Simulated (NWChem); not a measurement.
System: CH₄ClFOSi; SMILES [SiH](F)(OC)Cl

Input file for NWChem:

```
start job
memory heap 200 mb stack 900 mb global 1100 mb
geometry units angstroms noautoz
  Si     0.290185    -0.082300     0.379816
  F      1.783642     0.082501    -0.253478
  Cl    -0.426255    -1.943467    -0.097451
  O     -0.742506     1.011443    -0.304182
  C     -0.618774     2.419933    -0.159581
  H      0.416539     0.085027     1.855426
  H      0.263998     2.810071    -0.711664
  H     -0.529353     2.726421     0.907610
  H     -1.529604     2.892446    -0.577715
end
basis spherical
  * library 6-31g*
end
dft
  xc b3lyp
  grid coarse
  iterations 150
  mulliken
end
task dft gradient
```

Output (shortened):

```
             Northwest Computational Chemistry Package (NWChem) 7.3.0
             --------------------------------------------------------

 C1  symmetry detected

                             Geometry "geometry" -> ""
                             -------------------------

 Output coordinates in angstroms (scale by  1.889725989 to convert to a.u.)

  No.       Tag          Charge          X              Y              Z
 ---- ---------------- ---------- -------------- -------------- --------------
    1 Si                  14.0000     0.26701092    -0.05719109     0.38135186
    2 F                    9.0000     1.74764237     0.09237600    -0.28497740
    3 Cl                  17.0000    -0.50032034    -1.89077793    -0.12280558
    4 O                    8.0000    -0.75867485     1.07424512    -0.24983631
    5 C                    6.0000    -0.60152386     2.47586671    -0.07426976
    6 H                    1.0000     0.43306602     0.07089241     1.85695644
    7 H                    1.0000     0.27552665     2.86125028    -0.63867353
    8 H                    1.0000    -0.47944718     2.75391705     0.99746385
    9 H                    1.0000    -1.51209206     2.97729513    -0.45787237

 Effective nuclear repulsion energy (a.u.)     303.4404500263

                                 NWChem DFT Module
                                 -----------------

 Summary of "ao basis" -> "ao basis" (spherical)
 ------------------------------------------------------------------------------
       Tag                 Description            Shells   Functions and Types
 ---------------- ------------------------------  ------  ---------------------
 Si                          6-31g*                  8       18   4s3p1d
 F                           6-31g*                  6       14   3s2p1d
 Cl                          6-31g*                  8       18   4s3p1d
 O                           6-31g*                  6       14   3s2p1d
 C                           6-31g*                  6       14   3s2p1d
 H                           6-31g*                  2        2   2s

            General Information
            -------------------
          SCF calculation type: DFT
          Wavefunction type:  closed shell.
          No. of atoms     :     9
          No. of electrons :    58
           Alpha electrons :    29
            Beta electrons :    29
          Charge           :     0
          Spin multiplicity:     1
          Use of symmetry is: off; symmetry adaption is: off
          Maximum number of iterations: 150
          AO basis - number of functions:    86
                     number of shells:    42
          Convergence on energy requested:  1.00D-06
          Convergence on density requested:  1.00D-05
          Convergence on gradient requested:  5.00D-04

              XC Information
              --------------
                         B3LYP Method XC Potential
                     Hartree-Fock (Exact) Exchange  0.200
                        Slater Exchange Functional  0.800 local
                    Becke 1988 Exchange Functional  0.720 non-local
              Lee-Yang-Parr Correlation Functional  0.810
                  VWN I RPA Correlation Functional  0.190 local

             Grid Information
             ----------------
          Grid used for XC integration:  coarse
          Radial quadrature: Mura-Knowles
          Angular quadrature: Lebedev.
          Tag              B.-S. Rad. Rad. Pts. Rad. Cut. Ang. Pts.
          ---              ---------- --------- --------- ---------
          Si                  1.10       70           9.0       302
          F                   0.50       35          11.0       302
          Cl                  1.00       70          11.0       302
          O                   0.60       35           8.0       302
          C                   0.70       35          11.0       302
          H                   0.35       35          12.0       302
          Grid pruning is: on
          Number of quadrature shells:   385
          Spatial weights used:  Erf1

      Superposition of Atomic Density Guess
      -------------------------------------

 Sum of atomic energies:        -962.04775880

      Non-variational initial energy
      ------------------------------

 Total energy =    -963.584490
 1-e energy   =   -1934.821471
 2-e energy   =     667.796532
 HOMO         =      -0.382745
 LUMO         =       0.071709

     ---------------------------------------------
      Total Density - Mulliken Population Analysis
     ---------------------------------------------

    Atom       Charge   Shell Charges
 -----------   ------   -------------------------------------------------------
    1 Si  14    12.48   2.00  2.00  5.97  0.79  1.10  0.18  0.20  0.24
    2 F    9     9.62   2.00  0.95  3.47  1.00  2.19  0.01
    3 Cl  17    17.40   2.00  2.00  5.98  1.37  3.69  0.57  1.78  0.01
    4 O    8     8.84   2.00  0.92  3.09  0.89  1.92  0.02
    5 C    6     6.19   2.00  0.69  1.80  0.64  1.01  0.05
    6 H    1     1.05   0.46  0.60
    7 H    1     0.81   0.48  0.33
    8 H    1     0.81   0.47  0.34
    9 H    1     0.80   0.48  0.33

   convergence    iter        energy       DeltaE   RMS-Dens  Diis-err
 ---------------- ----- ----------------- --------- --------- ---------
 d= 0,ls=0.0,diis     1   -965.3028276273 -1.27D+03  1.64D-02  8.76D-01
 d= 0,ls=0.0,diis     2   -965.2572175199  4.56D-02  8.38D-03  1.55D+00
 d= 0,ls=0.0,diis     3   -965.3999961566 -1.43D-01  1.63D-03  3.35D-02
 d= 0,ls=0.0,diis     4   -965.4021436856 -2.15D-03  7.53D-04  5.37D-03
 d= 0,ls=0.0,diis     5   -965.4028446358 -7.01D-04  1.45D-04  2.10D-04
  Resetting Diis
 d= 0,ls=0.0,diis     6   -965.4028679506 -2.33D-05  3.72D-05  2.98D-05
 d= 0,ls=0.0,diis     7   -965.4028704011 -2.45D-06  2.37D-05  1.92D-06
 d= 0,ls=0.0,diis     8   -965.4028701804  2.21D-07  1.33D-05  4.50D-06
 d= 0,ls=0.0,diis     9   -965.4028705984 -4.18D-07  2.16D-06  4.83D-08

         Total DFT energy =     -965.402870598438
      One electron energy =    -1937.674796808923
           Coulomb energy =      744.141189172268
    Exchange-Corr. energy =      -75.309712988065
 Nuclear repulsion energy =      303.440450026282

 Numeric. integr. density =       58.000003529155

                       DFT Final Molecular Orbital Analysis
                       ------------------------------------

 Vector   27  Occ=2.000000D+00  E=-3.372314D-01
              MO Center= -4.7D-01, -1.4D+00, -8.4D-02, r^2= 2.5D+00
   Bfn.  Coefficient  Atom+Function         Bfn.  Coefficient  Atom+Function
  ----- ------------  ---------------      ----- ------------  ---------------
    41      0.508368  3 Cl pz                39      0.360517  3 Cl px
    45      0.273547  3 Cl pz                40     -0.266667  3 Cl py
    37     -0.198816  3 Cl pz                43      0.186674  3 Cl px
    44     -0.147101  3 Cl py                35     -0.140740  3 Cl px
    56      0.124047  4 O  s                 55     -0.104836  4 O  pz

 Vector   28  Occ=2.000000D+00  E=-3.301030D-01
              MO Center= -5.1D-01,  4.5D-01,  4.5D-02, r^2= 4.2D+00
   Bfn.  Coefficient  Atom+Function         Bfn.  Coefficient  Atom+Function
  ----- ------------  ---------------      ----- ------------  ---------------
    41      0.339892  3 Cl pz                53      0.337978  4 O  px
    55      0.242086  4 O  pz                57      0.236135  4 O  px
    80     -0.209830  6 H  s                 45      0.182555  3 Cl pz
    59      0.167522  4 O  pz                67     -0.153653  5 C  px
    39     -0.148730  3 Cl px                86      0.142275  9 H  s

 Vector   29  Occ=2.000000D+00  E=-3.130978D-01
              MO Center= -5.1D-01,  1.2D+00, -1.1D-01, r^2= 2.4D+00
   Bfn.  Coefficient  Atom+Function         Bfn.  Coefficient  Atom+Function
  ----- ------------  ---------------      ----- ------------  ---------------
    55      0.457653  4 O  pz                59      0.347491  4 O  pz
    53     -0.275092  4 O  px                57     -0.210036  4 O  px
    82      0.184082  7 H  s                 84     -0.172136  8 H  s
    39      0.170183  3 Cl px                69     -0.167894  5 C  pz
    81      0.157591  7 H  s                 80     -0.139753  6 H  s

 Vector   30  Occ=0.000000D+00  E= 2.852783D-02
              MO Center=  1.6D-02, -5.1D-01,  3.3D-01, r^2= 4.4D+00
   Bfn.  Coefficient  Atom+Function         Bfn.  Coefficient  Atom+Function
  ----- ------------  ---------------      ----- ------------  ---------------
    10      0.886616  1 Si s                 12     -0.752015  1 Si py
    42     -0.717268  3 Cl s                 44     -0.574309  3 Cl py
     6      0.512746  1 Si s                 70      0.504454  5 C  s
     8     -0.418310  1 Si py                80     -0.367932  6 H  s
    56     -0.306247  4 O  s                 40     -0.297219  3 Cl py

 Vector   31  Occ=0.000000D+00  E= 4.075104D-02
              MO Center=  5.0D-01,  1.9D-01,  3.4D-01, r^2= 4.2D+00
   Bfn.  Coefficient  Atom+Function         Bfn.  Coefficient  Atom+Function
  ----- ------------  ---------------      ----- ------------  ---------------
    11      0.879226  1 Si px                24     -0.529758  2 F  s
     7      0.353324  1 Si px                82      0.313917  7 H  s
    70     -0.275523  5 C  s                 13     -0.270014  1 Si pz
    10      0.246665  1 Si s                 12      0.220989  1 Si py
    42      0.217580  3 Cl s                 86      0.210900  9 H  s

 Vector   32  Occ=0.000000D+00  E= 4.355119D-02
              MO Center= -2.6D-02,  6.9D-01,  3.8D-01, r^2= 4.5D+00
   Bfn.  Coefficient  Atom+Function         Bfn.  Coefficient  Atom+Function
  ----- ------------  ---------------      ----- ------------  ---------------
    56     -0.799015  4 O  s                 12      0.768672  1 Si py
    10      0.582179  1 Si s                 70     -0.546656  5 C  s
    11     -0.428555  1 Si px                72     -0.345321  5 C  py
    84      0.339973  8 H  s                 80     -0.233686  6 H  s
     7     -0.212323  1 Si px                86      0.208752  9 H  s

     ---------------------------------------------
      Total Density - Mulliken Population Analysis
     ---------------------------------------------

    Atom       Charge   Shell Charges
 -----------   ------   -------------------------------------------------------
    1 Si  14    13.05   2.00  2.00  5.96  0.90  1.54  0.07  0.21  0.37
    2 F    9     9.38   2.00  0.93  3.31  1.03  2.10  0.01
    3 Cl  17    17.24   2.00  2.00  5.97  1.41  3.65  0.54  1.65  0.02
    4 O    8     8.53   2.00  0.90  2.94  0.93  1.75  0.02
    5 C    6     6.20   2.00  0.68  2.05  0.58  0.84  0.06
    6 H    1     1.09   0.51  0.58
    7 H    1     0.84   0.53  0.31
    8 H    1     0.85   0.53  0.32
    9 H    1     0.83   0.53  0.30

     -------------------------------------------
      Total Density - Lowdin Population Analysis
     -------------------------------------------

    Atom       Charge   Shell Charges
 -----------   ------   -------------------------------------------------------
    1 Si  14    13.38   2.00  1.97  5.88  0.61  1.41  0.32  0.65  0.55
    2 F    9     9.27   1.99  0.93  3.18  0.86  2.28  0.02
    3 Cl  17    17.14   2.00  1.99  5.91  1.17  3.38  0.64  2.02  0.02
    4 O    8     8.35   1.99  0.84  2.80  0.67  2.01  0.04
    5 C    6     6.20   1.99  0.55  1.83  0.44  1.27  0.12
    6 H    1     1.05   0.50  0.55
    7 H    1     0.87   0.50  0.37
    8 H    1     0.88   0.50  0.38
    9 H    1     0.87   0.50  0.37

     Multipole analysis of the density
     ---------------------------------

     L   x y z        total         alpha         beta         nuclear
     -   - - -        -----         -----         ----         -------
     0   0 0 0     -0.000000    -29.000000    -29.000000     58.000000

     1   1 0 0     -0.066252     -0.033126     -0.033126     -0.000000
     1   0 1 0      0.940559      0.470279      0.470279     -0.000000
     1   0 0 1      0.497412      0.248706      0.248706     -0.000000

     2   2 0 0    -34.006558    -92.526466    -92.526466    151.046374
     2   1 1 0     -0.870925      5.167444      5.167444    -11.205813
     2   1 0 1      0.260575     -0.966840     -0.966840      2.194255
     2   0 2 0    -28.664228   -249.218748   -249.218748    469.773267
     2   0 1 1      0.055713      0.308760      0.308760     -0.561808
     2   0 0 2    -31.356535    -31.063328    -31.063328     30.770121

            General Information
            -------------------
          SCF calculation type: DFT
          Wavefunction type:  closed shell.
          No. of atoms     :     9
          No. of electrons :    58
           Alpha electrons :    29
            Beta electrons :    29
          Charge           :     0
          Spin multiplicity:     1
          Use of symmetry is: off; symmetry adaption is: off
          Maximum number of iterations: 150
          AO basis - number of functions:    86
                     number of shells:    42
          Convergence on energy requested:  1.00D-06
          Convergence on density requested:  1.00D-05
          Convergence on gradient requested:  5.00D-04

              XC Information
              --------------
                         B3LYP Method XC Potential
                     Hartree-Fock (Exact) Exchange  0.200
                        Slater Exchange Functional  0.800 local
                    Becke 1988 Exchange Functional  0.720 non-local
              Lee-Yang-Parr Correlation Functional  0.810
                  VWN I RPA Correlation Functional  0.190 local

             Grid Information
             ----------------
          Grid used for XC integration:  coarse
          Radial quadrature: Mura-Knowles
          Angular quadrature: Lebedev.
          Tag              B.-S. Rad. Rad. Pts. Rad. Cut. Ang. Pts.
          ---              ---------- --------- --------- ---------
          Si                  1.10       70           9.0       302
          F                   0.50       35          11.0       302
          Cl                  1.00       70          11.0       302
          O                   0.60       35           8.0       302
          C                   0.70       35          11.0       302
          H                   0.35       35          12.0       302
          Grid pruning is: on
          Number of quadrature shells:   385
          Spatial weights used:  Erf1

          Convergence Information
          -----------------------
          Convergence aids based upon iterative change in
          total energy or number of iterations.
          Levelshifting, if invoked, occurs when the
          HOMO/LUMO gap drops below (HL_TOL):  1.00D-02
          DIIS, if invoked, will attempt to extrapolate
          using up to (NFOCK): 10 stored Fock matrices.

[...]

                         DFT ENERGY GRADIENTS

    atom               coordinates                        gradient
                 x          y          z           x          y          z
   1 Si      0.504577  -0.108075   0.720651   -0.008394  -0.010583   0.006299
   2 F       3.302565   0.174565  -0.538529    0.014845   0.002063  -0.006662
   3 Cl     -0.945468  -3.573052  -0.232069   -0.000878  -0.001683  -0.001105
   4 O      -1.433688   2.030029  -0.472122   -0.006237   0.009632  -0.004194
   5 C      -1.136715   4.678710  -0.140349   -0.001820  -0.014142  -0.001844
   6 H       0.818376   0.133967   3.509139    0.001397   0.001372   0.006176
   7 H       0.520670   5.406979  -1.206918    0.007338   0.004269  -0.004347
   8 H      -0.906024   5.204149   1.884933    0.001085   0.003534   0.008682
   9 H      -2.857440   5.626272  -0.865253   -0.007338   0.005539  -0.003007
```

Level: B3LYP/6-31G* (spherical d). All runs use the structure optimised with PBE-D3(BJ)/def2-SVP.
